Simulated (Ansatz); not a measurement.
Gas-phase electronic energies from Ansatz, PBE0-D4/def2-TZVP geometries. CCSD(T)/CBS adds triple-zeta CCSD(T) − MP2 to the extrapolated MP2 energy (def2 sets, frozen cores). Functionals use def2-TZVPP. For Ga outer-core shells are correlated without core-valence functions, which leaves a few kJ/mol of doubt a bond. Scalar relativity is left out up to krypton. One conformer a species, not always the lowest.

Reaction (isomerisation): `CC[O][GaH][F]` → `C[CH2][Ga]([OH])[F]`

CCSD(T)/CBS gives -17.5 kcal/mol.

Another level gave -15.7 kcal/mol. Which?
A. HF/def2-TZVPP
B. BHLYP-D4/def2-TZVPP
C. PBE0-D4/def2-TZVPP
D. MP2/def2-TZVPP

C. PBE0-D4 -15.7, BHLYP-D4 -14.1, HF/def2-TZVPP -12.4, MP2/def2-TZVPP -17.8 kcal/mol.

Largest T1 diagnostic among the species: 0.014.

At CCSD(T), def2-SVP lies +6.2 kcal/mol from the extrapolated value and def2-TZVPP +1.6 kcal/mol. Leaving LDA and LC-ωPBE aside and taking each functional with its dispersion term where it has one, the values, not all of them listed here, spread over 3.8 kcal/mol, from PBE-QIDH to B97M-V. LDA lies +1.7 kcal/mol from PBE without D4.

CCSD(T)/CBS has its own doubt, a few kJ/mol and more with outer-core shells, so smaller differences from it don't rank the levels.
